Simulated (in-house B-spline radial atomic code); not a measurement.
In⁺. Computed with a B-spline radial atomic code. Model: non-relativistic spherical atom: semilocal Troullier-Martins pseudo-atom, one channel per l, against all electrons, high spin, G0W0 and RPA with empty states to l = 8, local potential for every l without a channel, a model core (radius 0 = none) keeps its share of the functional.

Without relativity these are model numbers for so heavy an element.

What the tables leave out is listed at the end.

The pseudopotential gives back the lowest level of each angular momentum of its own functional in the configuration it was made in; a second state of the same l is only approximately right. Exact exchange, RPA and GW see the smooth pseudo-orbitals and miss the exchange with the core, for which the functional's share stands in. The column with an uncorrelated core keeps all orbitals and exact exchange, and so separates missing core correlation from pseudisation. Only the three outermost levels and the lowest empty one were computed. RPA here is direct RPA, with no exchange kernel, and its energies carry an (l + 1/2)⁻⁴ tail. A hybrid on a potential with a model core restores only its own semilocal share of the core's exchange.

Command:
```bash
python run_psgw.py task.json out
```
Settings (lengths in bohr, energies in hartree):
```
Z                      49
electrons              48
configuration          [Kr] 4d10 5s2
generated_in           [Kr] 4d10 5s2 5p1
functional             lda,vwn
core_shells            7
radius_factor          0.9
core_correction        False
ion_configuration      [Kr] 4d10 5s1
```

Time taken, with all properties: 55 s on 1 thread of Arm Neoverse V2 (shared host).

Given: made with LDA VWN5; model core radius 0 bohr; local radius 0.937 bohr; mean-field start LDA VWN5.

Valence shells of the generating configuration: 4p, 4d, 5s, 5p.

Channel: s 2.027, p 0.745, d 0.84 (radii in bohr).

Computed: largest level miss in the spin-unpolarised generating configuration 0.054 eV; valence RPA correlation energy all-electron orbitals -1.1709 hartree; pseudo-atom RPA polarisability 21.422 bohr³; ionisation by mean-field all-electron 18.537 eV; ionisation by mean-field pseudo minus all 0.038 eV; ionisation by RPA all-electron 18.465 eV; ionisation by RPA pseudo minus all 0.986 eV.

```
     level  occupied  mean-field all-electron (eV)  mean-field pseudo minus all (eV)  G0W0 all-electron (eV)  G0W0 uncorrelated core minus all (eV)  G0W0 pseudo minus all (eV)  exchange self-energy all-electron (eV)  exchange self-energy pseudo (eV)
        5s         1                       -14.594                            -0.035                 -18.383                                  -0.02                      -1.035                                  -13.34                            -13.56
5p (empty)         0                       -8.7311                            -0.109                 -5.8391                                  0.015                           0                                 -4.0338                            -3.284
```

What is the all-electron RPA polarisability, core included?

21.408 bohr³.

What is the valence RPA correlation energy pseudo?

-1.3612 hartree.

Given: mean-field start PBE0.

Computed: valence RPA correlation energy all-electron orbitals -1.1089 hartree; valence RPA correlation energy pseudo -1.3001 hartree; all-electron RPA polarisability, core included 20.093 bohr³; ionisation by mean-field all-electron 17.832 eV; ionisation by mean-field pseudo minus all 0.41 eV; ionisation by RPA pseudo minus all 1.03 eV.

| level | occupied | mean-field all-electron (eV) | mean-field pseudo minus all (eV) | G0W0 all-electron (eV) | G0W0 uncorrelated core minus all (eV) | G0W0 pseudo minus all (eV) | exchange self-energy all-electron (eV) | exchange self-energy pseudo (eV) |
| --- | --- | --- | --- | --- | --- | --- | --- | --- |
| 5s | 1 | -15.015 | -0.349 | -18.26 | -0.016 | -1.062 | -12.997 | -13.841 |
| 4d | 1 | -29.708 | 0.242 | -34.444 | 0.091 | 0.671 | -42.74 | -35.538 |
| 5p (empty) | 0 | -7.6793 | 0.055 | -5.8614 | 0.013 | 0.126 | -3.6236 | -2.9396 |

What is the pseudo-atom RPA polarisability?

18.786 bohr³.

What is the ionisation by RPA all-electron?

18.287 eV.

Given: mean-field start Hartree-Fock.

Computed: valence RPA correlation energy all-electron orbitals -0.96908 hartree; pseudo-atom RPA polarisability 12.91 bohr³; ionisation by mean-field all-electron 16.27 eV; ionisation by mean-field pseudo minus all 1.629 eV; ionisation by RPA all-electron 17.875 eV; ionisation by RPA pseudo minus all 1.138 eV.

```
     level  occupied  mean-field all-electron (eV)  mean-field pseudo minus all (eV)  G0W0 all-electron (eV)  G0W0 uncorrelated core minus all (eV)  G0W0 pseudo minus all (eV)  exchange self-energy all-electron (eV)  exchange self-energy pseudo (eV)
        5s         1                       -16.519                            -1.708                  -18.07                                 -0.009                      -1.061                                 -12.257                           -15.162
        4d         1                       -36.243                             1.578                 -35.598                                   0.11                        1.54                                 -42.863                           -35.658
5p (empty)         0                       -5.0329                             0.425                 -5.8144                                  0.008                       0.487                                 -2.6546                           -1.9539
```

What is the all-electron RPA polarisability, core included?

17.074 bohr³.

What is the valence RPA correlation energy pseudo?

-1.1555 hartree.

Among the listed levels the largest G0W0 shift of the pseudo-atom is +1.54 eV, for 4d on the Hartree-Fock start, while leaving the core uncorrelated moves that level by +0.11 eV. So pseudisation and the lost core exchange, not the missing core correlation, make the error. Not in the tables (levels of low weight, unsolved or above zero; the highest and the empty levels are kept at any weight): on LDA the G0W0 levels 4d (pseudo minus all +0.11 eV, weights 0.55 and 0.22), 4p (pseudo minus all +0.04 eV, weights 0.33 and 0.02); on PBE0 the G0W0 levels 4p (pseudo minus all +3.37 eV, weights 0.03 and 0.29); on Hartree-Fock the G0W0 levels 4p (pseudo minus all +5.22 eV, weights 0.05 and 0.21).
